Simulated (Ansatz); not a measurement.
## Match the barriers

Saddle point of SnH$_{3}$Cl, closed shell (SnH₃Cl ([Cl][SnH3]) → SnH₂ + HCl (still joined by a long Sn–Cl bond); bonds formed: Cl2–H3; bonds broken: Sn1–H3; bonds weakened to dative contacts: Sn1–Cl2), PBE0-D4/def2-TZVP structure:

```xyz
5
angstrom
Sn -0.4796 -0.2888 0.4487
Cl 1.0909 0.2785 -1.6287
H -0.0654 -0.8429 -1.2295
H -1.2357 1.2393 0.6989
H 0.6898 -0.3861 1.7107
```

Program: Ansatz 0.2.0. Basis: def2-TZVPP, with def2-QZVPP for the basis limit. Cores are frozen in the correlated methods. Filled d shells of the heavier atoms are correlated. Core potentials replace the inner electrons of the atoms past krypton. The def2 sets are not built for correlating such inner shells, so the correlated values are less sure here. B3LYP uses VWN-RPA correlation. Extrapolation: Hartree–Fock as exp(−7.88 √X), correlation as X^−2.97. Four methods, as single points on the PBE0-D4 structures, gave these electronic barriers from the start structure: 1.638, 1.971, 2.192, 2.898 eV.

(1) The methods were, in alphabetical order, B3LYP-D4, HF, MP2, SPW92. Which gave which? (A judgement: the text doesn't fix the answer.)

No T1 diagnostic of these runs exceeds 0.016. The restricted Hartree–Fock reference is unstable towards an unrestricted one at one or more of these structures.

## Answers

(1) By the calculation: SPW92 1.638; B3LYP-D4 1.971; MP2 2.192; HF 2.898 eV. For comparison, CCSD(T) at an estimated basis limit (MP2 extrapolated from triple and quadruple zeta, plus CCSD(T) − MP2 in triple zeta) gives 2.174 eV.

Losses and insertions of silylenes and their heavier kin drive the gas-phase chemistry of silicon and germanium vapour deposition.

Labels in which every atom is bracketed show which atoms are joined, not bond orders.

For scale, one of the runs: CCSD(T)/def2-TZVPP, 134 basis functions, launched by `ansatz run in.yaml --threads 2 --pin off --events-out ev --progress --plain --max-ram 4352MiB`. The run took 16 s on 2 CPU threads of an Arm Neoverse V1 (shared host), with 0.75 GiB of host memory at its peak.
